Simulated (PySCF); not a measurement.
## `BOB[C@H]1C[C@H]1F`, C3H7B2FO

Geometry:
| atom | x (Å) | y (Å) | z (Å) |
| --- | --- | --- | --- |
| B1 | 3.070 | 0.115 | -0.180 |
| O2 | 1.841 | -0.296 | -0.203 |
| B3 | 0.601 | -0.685 | -0.228 |
| C4 | -0.556 | 0.391 | -0.289 |
| C5 | -1.867 | 0.069 | -0.985 |
| C6 | -1.830 | 0.199 | 0.491 |
| F7 | -1.980 | -0.929 | 1.244 |
| H8 | 3.595 | 0.322 | 0.857 |
| H9 | 3.649 | 0.273 | -1.196 |
| H10 | 0.352 | -1.837 | -0.208 |
| H11 | -0.243 | 1.428 | -0.356 |
| H12 | -2.359 | 0.839 | -1.559 |
| H13 | -1.976 | -0.926 | -1.386 |
| H14 | -2.296 | 1.035 | 1.000 |

Method used: TDDFT PBE0/aug-cc-pVDZ circular dichroism and optical rotation, one conformer, gas phase (PySCF). Geometry: GFN2-xTB.

The molecule is flexible and this is one conformer; a measurement averages over conformers.

Stereocentres: C4 S, C6 R.

Problem. What is the specific rotation at 633, 589.3, 546, 436, 405, 365, 355 nm?

Solution. [α] in deg dm⁻¹ (g/mL)⁻¹:
| λ (nm) | origin-invariant length gauge | modified velocity gauge | length gauge (centre of mass) | isotropic polarisability (au) |
| --- | --- | --- | --- | --- |
| 633 | -148.7 | -149.6 | -149.7 | 71.9 |
| 589.3 | -176.6 | -177.6 | -177.8 | 72.2 |
| 546 | -213.4 | -214.6 | -214.8 | 72.6 |
| 436 | -391.1 | -392.5 | -393.5 | 74.3 |
| 405 | -487.6 | -489.0 | -490.6 | 75.1 |
| 365 | -684.2 | -685.4 | -688.2 | 76.5 |
| 355 | -754.3 | -755.3 | -758.6 | 77.0 |

Problem. And for the mirror image at 589.3 nm?

Solution. +176.6 deg dm⁻¹ (g/mL)⁻¹ (origin-invariant length gauge): the same size and the opposite sign.

Problem. What is the molar rotation [Φ] = [α]·M/100 of the geometry above at 589.3 nm?

Solution. With M = 99.71 g/mol, -176.1 deg cm² dmol⁻¹ (origin-invariant length gauge).

The first excitation lies at 6.00 eV (207 nm) with R = -32.2 × 10⁻⁴⁰ esu² cm² (velocity form).
